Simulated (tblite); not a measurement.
Compound: C5H8SeSi.
SMILES with atom numbers: `[CH2:1]=[CH:2][Se:3][SiH2:4][C:5]#[C:6][CH3:7]` (hydrogens: H8, H9 on C1; H10 on C2; H11, H12 on Si4; H13, H14, H15 on C7)

Computed with GFN2-xTB (tblite), gas phase: L-BFGS steps from a force-field or distance-geometry start until the largest atomic force falls under 0.01 eV/Å.

Step 210: E = -533.5839 eV
```
atom  x, y, z in Å  |  force x, y, z in eV/Å
C1     -3.1387    0.6437    0.5832    0.016   0.015  -0.003
C2     -2.0375    0.1044    0.0912   -0.023   0.009   0.010
Se3    -1.9007   -1.7252   -0.4201   -0.017   0.015   0.000
Si4    -0.0703   -1.5133   -1.8035    0.000  -0.017   0.009
C5      1.2057   -0.5389   -0.9026   -0.018  -0.009  -0.019
C6      1.9792    0.1159   -0.2484    0.027   0.010   0.014
C7      2.9222    0.8931    0.5191   -0.002  -0.008   0.005
H8     -4.0464    0.0772    0.7014   -0.022  -0.023   0.008
H9     -3.1697    1.6778    0.8859    0.010  -0.008  -0.009
H10    -1.1201    0.6642   -0.0287    0.023  -0.011  -0.008
H11    -0.4747   -0.7812   -3.0055   -0.003  -0.001  -0.010
H12     0.3559   -2.8861   -2.0541    0.005   0.009  -0.005
H13     2.4301    1.2986    1.4028    0.004   0.017   0.014
H14     3.3079    1.7151   -0.0837    0.001  -0.001   0.002
H15     3.7528    0.2628    0.8357   -0.001   0.002  -0.009
```

Step 211: E = -533.5840 eV
```
atom  x, y, z in Å  |  force x, y, z in eV/Å
C1     -3.1330    0.6452    0.5900    0.038  -0.006  -0.023
C2     -2.0363    0.1068    0.0853   -0.045   0.029   0.023
Se3    -1.9050   -1.7221   -0.4288   -0.015   0.016   0.000
Si4    -0.0696   -1.5157   -1.8065    0.002  -0.014   0.003
C5      1.2047   -0.5404   -0.9043    0.005   0.011   0.000
C6      1.9773    0.1149   -0.2489   -0.001  -0.007   0.001
C7      2.9167    0.8935    0.5216   -0.004  -0.006  -0.001
H8     -4.0392    0.0772    0.7163   -0.009  -0.014   0.010
H9     -3.1617    1.6791    0.8933    0.009  -0.010  -0.008
H10    -1.1200    0.6672   -0.0448    0.009  -0.016  -0.003
H11    -0.4687   -0.7874   -3.0130   -0.003  -0.003  -0.004
H12     0.3584   -2.8889   -2.0501    0.004   0.005  -0.007
H13     2.4216    1.2978    1.4044    0.012   0.010   0.006
H14     3.3020    1.7161   -0.0805    0.001   0.002   0.005
H15     3.7484    0.2647    0.8386   -0.002   0.003  -0.003
```

Q: Estimate the geometry and energy of step 212. (The exact step hangs on the optimiser's Hessian estimate; all steps are aligned on step 211, rigid shifts and turns removed.)

A: E = -533.5842 eV, largest force 0.018 eV/Å
```
atom  x, y, z in Å  |  force x, y, z in eV/Å
C1     -3.1317    0.6455    0.5936    0.001  -0.006  -0.014
C2     -2.0380    0.1091    0.0817   -0.013   0.011   0.007
Se3    -1.9100   -1.7195   -0.4357   -0.011   0.014   0.002
Si4    -0.0694   -1.5162   -1.8069    0.004  -0.004   0.000
C5      1.2034   -0.5398   -0.9034    0.003   0.009  -0.001
C6      1.9777    0.1138   -0.2484   -0.012  -0.006   0.008
C7      2.9159    0.8930    0.5230   -0.005  -0.004  -0.012
H8     -4.0364    0.0748    0.7241    0.009   0.007   0.010
H9     -3.1596    1.6795    0.8973    0.003  -0.014  -0.005
H10    -1.1220    0.6690   -0.0541    0.001  -0.014   0.001
H11    -0.4656   -0.7905   -3.0164    0.001  -0.006   0.000
H12     0.3622   -2.8889   -2.0459    0.001  -0.002  -0.008
H13     2.4203    1.2981    1.4054    0.017   0.003   0.000
H14     3.3004    1.7150   -0.0803    0.003   0.011   0.006
H15     3.7486    0.2652    0.8387   -0.002   0.000   0.007
```

The energy changes by -0.0001 eV. The first-order estimate −F·Δx gives -0.0002 eV and the mean of the old and new forces, exact on a quadratic surface, -0.0001 eV. The step makes an angle of 83° with the force vector and moves no atom by more than 0.010 Å.

What follows is the cost of the whole relaxation. Hardware: one thread of an Arm Neoverse N1, no GPU, on a shared host. Cost: 2.7 s.
